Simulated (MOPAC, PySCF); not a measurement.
C$_{6}$H$_{16}$OSi, SMILES `CC[Si](O)(CC)CC`, neutral singlet in the gas phase. 

Cartesian coordinates (Å):
SMILES: CC[Si](O)(CC)CC
```xyz
24

C     -2.1317    -1.3423    -0.7327
C     -1.4998    -1.0696     0.6393
Si     0.1391    -0.1530     0.5696
O      0.5643     0.0922     2.1836
C      1.4579    -1.1887    -0.3023
C      2.8747    -0.6019    -0.2354
C     -0.0443     1.5156    -0.3017
C     -1.1186     2.4213     0.3156
H     -1.4702    -1.9489    -1.3732
H     -2.3388    -0.4064    -1.2777
H     -3.0867    -1.8856    -0.6458
H     -1.3330    -2.0164     1.1829
H     -2.1898    -0.4832     1.2710
H      1.3659     0.6030     2.3429
H      1.1526    -1.3261    -1.3555
H      1.4445    -2.1975     0.1480
H      3.2018    -0.4682     0.8097
H      2.9303     0.3850    -0.7242
H      3.6188    -1.2502    -0.7260
H     -0.2607     1.3297    -1.3696
H      0.9365     2.0258    -0.2886
H     -2.1201     1.9669     0.2397
H     -1.1679     3.4057    -0.1779
H     -0.9247     2.5928     1.3868
```
Charge 0, spin multiplicity 1.

All levels are single points at this geometry (B3LYP-D3(BJ)/def2-SVP); Pople sets use spherical d functions. Orbital energies aren't observables, and empty levels follow the basis.

| level | HOMO (eV) | LUMO (eV) | gap (eV) | dipole (D) | vertical IE, Delta-SCF (eV) |
|---|---|---|---|---|---|
| B3LYP-D3(BJ)/def2-TZVP in PySCF | -7.34 | 0.32 | 7.66 | 1.29 | 9.27 |
| B3LYP/3-21G in PySCF | -6.95 | 1.77 | 8.72 | 1.55 | – |
| B3LYP/6-31G* in PySCF | -7.07 | 1.29 | 8.36 | 1.35 | 9.09 |
| BP86/6-31G* in PySCF | -5.98 | 0.62 | 6.61 | 1.29 | – |
| M06-2X/6-31G* in PySCF | -8.58 | 2.31 | 10.89 | 1.40 | – |
| PBE/6-31G* in PySCF | -5.87 | 0.64 | 6.51 | 1.29 | – |
| HF/STO-3G in PySCF | -8.54 | 13.06 | 21.60 | 1.21 | – |
| AM1 in MOPAC | -10.18 | 1.50 | 11.68 | 1.32 | – |
| PM3 in MOPAC | -9.57 | 0.93 | 10.50 | 1.28 | – |
